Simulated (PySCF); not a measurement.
C2H3F3Si.

```xyz
9

C      0.0448    -2.4163     0.0000
C     -0.7407    -1.3268     0.0000
Si    -0.0298     0.3635     0.0000
F     -0.4750     1.2224    -1.2863
F     -0.4750     1.2224     1.2863
F      1.5785     0.2874     0.0000
H      1.1367    -2.3384     0.0000
H     -0.3708    -3.4294     0.0000
H     -1.8303    -1.4528     0.0000
```

Geometry: TPSSh-D3(BJ)/def2-SVP. The values are those of a single conformer.

Calculation: PBE/pcSseg-1 (PySCF). Non-relativistic, no solvent.

**Question.** Give the absolute GIAO shielding of each atom: isotropic value and principal components (ppm). (An estimate is asked for; the answer gives what the named calculation found.)

**Answer.** 
| atom | σ(iso) | σ11 | σ22 | σ33 | span |
|---|---|---|---|---|---|
| C1 | 27.9 | -98.4 | 19.3 | 163.0 | 261.4 |
| C2 | 51.6 | -56.5 | 44.3 | 166.9 | 223.3 |
| Si3 | 395.4 | 377.1 | 397.0 | 412.1 | 35.0 |
| F4 | 298.2 | 239.1 | 272.4 | 382.9 | 143.8 |
| F5 | 298.2 | 239.1 | 272.4 | 382.9 | 143.8 |
| F6 | 316.0 | 248.4 | 298.0 | 401.6 | 153.2 |
| H7 | 24.6 | 20.7 | 23.8 | 29.4 | 8.6 |
| H8 | 24.6 | 21.6 | 24.4 | 27.7 | 6.1 |
| H9 | 25.2 | 24.2 | 24.5 | 27.1 | 2.9 |
